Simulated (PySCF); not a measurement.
# Computed spin Hamiltonian

Species: C7H8FO (doublet state).
Structure used (GFN2-xTB), in Å, numbered top down from 1:
```xyz
17
C7H8FO angstrom
C     -1.295    2.309    0.261
C     -0.875    1.094    0.200
C     -0.468   -0.194    0.157
C     -1.455   -1.272    0.022
C     -2.765   -1.091   -0.055
C      0.873   -0.550    0.234
O      1.850    0.419    0.337
C      3.115   -0.024    0.581
F      3.244   -0.483    1.875
H     -1.544    2.792    1.199
H     -1.413    2.931   -0.619
H     -1.038   -2.269   -0.009
H     -3.445   -1.920   -0.151
H     -3.201   -0.107   -0.025
H      1.196   -1.580    0.220
H      3.799    0.825    0.476
H      3.417   -0.868   -0.063
```

The hyperfine couplings belong to this conformer and change with its torsions.

The species is `C=[C]/C(C=C)=C\OCF` [radical].

Method: PySCF 2.14.0, UKS B3LYP, pcH-1 on C F H O, non-relativistic, mean-field spin-orbit, GIAO. Geometry: GFN2-xTB, one conformer, isolated molecule. Couplings are sensitive to structure, and on GFN2-xTB geometries they can be far from those on DFT ones. No stability test was run, so a lower SCF solution isn't excluded. ⟨S²⟩ is 0.784 where a pure state has 0.75.

- g1, g2, g3: 2.00219, 2.00264, 2.00336
- g_iso: 2.00273
- Form of g: rhombic: the two nearest values differ by 39 % of g3 − g1
- ⟨S²⟩: 0.7837 (exact 0.7500)
- Basis functions: 305

Isotropic coupling and dipolar principal values T1 to T3, in MHz; ρ(0) is the spin density at the nucleus:

| atom | isotope | a_iso | T1 | T2 | T3 | Mulliken spin population | ρ(0) (bohr⁻³) |
| --- | --- | --- | --- | --- | --- | --- | --- |
| C1 | 13C | -42.3 | -10.1 | 2.5 | 7.7 | -0.12 | -0.0376 |
| C2 | 13C | 52.9 | -55.2 | -41.4 | 96.6 | 0.62 | 0.0471 |
| C3 | 13C | -50.9 | -26.4 | 10.7 | 15.7 | -0.22 | -0.0453 |
| C4 | 13C | 11.8 | -4.2 | -2.4 | 6.5 | 0.06 | 0.0105 |
| C5 | 13C | -7.7 | -12.8 | 5.9 | 6.9 | -0.08 | -0.0069 |
| C6 | 13C | 62.9 | -53.9 | -51.2 | 105.1 | 0.61 | 0.0559 |
| O7 | 17O | -10.9 | -31.4 | 14.4 | 17.0 | 0.05 | 0.0180 |
| C8 | 13C | 0.2 | -1.2 | -0.2 | 1.4 | 0.00 | 0.0002 |
| F9 | 19F | 11.7 | -12.4 | -9.6 | 22.0 | 0.00 | 0.0028 |
| H10 | 1H | 118.2 | -3.2 | -2.3 | 5.6 | 0.05 | 0.0264 |
| H11 | 1H | 116.6 | -3.2 | -2.4 | 5.6 | 0.05 | 0.0261 |
| H12 | 1H | -4.3 | -1.9 | -1.7 | 3.6 | 0.00 | -0.0010 |
| H13 | 1H | 5.2 | -1.5 | -1.0 | 2.6 | 0.00 | 0.0012 |
| H14 | 1H | 5.1 | -5.0 | -2.1 | 7.0 | 0.00 | 0.0011 |
| H15 | 1H | -44.2 | -25.2 | -0.6 | 25.8 | -0.03 | -0.0099 |
| H16 | 1H | -2.0 | -2.2 | -1.8 | 4.0 | 0.00 | -0.0004 |
| H17 | 1H | 3.1 | -2.5 | -2.4 | 4.9 | 0.01 | 0.0007 |

The Mulliken spin populations are largest on C2 (+0.62), C6 (+0.61), C3 (-0.22) and C1 (-0.12). The positive populations add up to 1.46 and the negative ones to -0.46, together 2S = 1.

Axes: g3 points within 12° of the C3–C6 bond.

Under fast tumbling the dipolar parts average out, and these isotropic splittings remain (the largest six): 1 × 1H (H10, I = 1/2, 2 lines) with 4.22 mT, 1 × 1H (H11, I = 1/2, 2 lines) with 4.16 mT, 1 × 1H (H15, I = 1/2, 2 lines) with 1.58 mT, 1 × 19F (F9, I = 1/2, 2 lines) with 0.42 mT, 1 × 1H (H13, I = 1/2, 2 lines) with 0.19 mT and 1 × 1H (H14, I = 1/2, 2 lines) with 0.18 mT.

H10 and H11 aren't averaged: C1 is flat or nearly so (angle sum 360°), and its turn about the short C1–C2 bond (1.29 Å) is taken as slow.

The 13C coupling of C6 (62.9 MHz) shows only in satellite lines or after enrichment, since that isotope makes up about 1.07 % of natural carbon.

The 17O coupling of O7 (-10.9 MHz) shows only in satellite lines or after enrichment, since that isotope makes up about 0.038 % of natural oxygen.

The run took 79 s wall (grids of density and orbitals included) on one thread, Arm Neoverse V2 (aarch64), no GPU, shared host with 32 logical CPUs at a one-minute load of 13, and the process peaked at 0.98 GiB of memory.
